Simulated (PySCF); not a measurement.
C₂H₄BN₃, SMILES NB1N=CC=N1. Geometry optimised at B3LYP-D3(BJ)/def2-SVP. This is a generated structure with no PubChem entry under its InChIKey; it may be hypothetical. The values are those of a single conformer.

These are PySCF 2.14.0 with B3LYP-D3(BJ)/def2-SVP values and carry that method's errors.

Harmonic wavenumbers (cm⁻¹): 151, 314, 466, 576, 619, 677, 682, 795, 820, 878, 886, 897, 1002, 1135, 1311, 1327, 1442, 1615, 1644, 1685, 3085, 3099, 3592, 3701. Rotational constants (GHz): 8.043, 3.802, 2.582; symmetry number 2.

**Question.** Work out the zero-point energy and the ideal-gas rigid-rotor harmonic-oscillator thermochemistry at 298.15 K and 1 atm.

**Answer.** ZPE = ½ Σ hcν = ½ × 32399 cm⁻¹ = 46.32 kcal/mol. H − E(el) = 50.12 kcal/mol. Entropy in cal/(mol K): translation 39.09, rotation 24.44, vibration 7.40, total 70.92. G − E(el) = 28.97 kcal/mol. Cp = 20.60 cal/(mol K).
